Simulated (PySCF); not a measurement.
Caution: the restricted solution is unstable towards spin-unrestricted or complex orbitals, so a lower solution exists and this singlet may not be the ground state.  The multiplicity is imposed and other spin states were not computed.

Z-matrix (Å, degrees):
```
Zr
O 1 1.8878
H 2 0.9614 1 157.50
O 1 1.8879 2 116.56 3 0.01
H 4 0.9614 1 157.41 2 0.01
```
Charge 0, spin multiplicity 1.

### Question
What is the computed HOMO, HOMO–LUMO gap, charge on the central atom (Mulliken), dipole moment and LUMO (PySCF 2.14.0 with TPSSh-D3(BJ)/def2-TZVP // r2SCAN-D4/def2-SVP)?

### Answer

The HOMO is -3.86 eV, the HOMO–LUMO gap is 1.56 eV and the charge on the central atom (Mulliken) comes out as 0.71 e. The dipole moment is 2.37 D. The LUMO comes out as -2.30 eV.
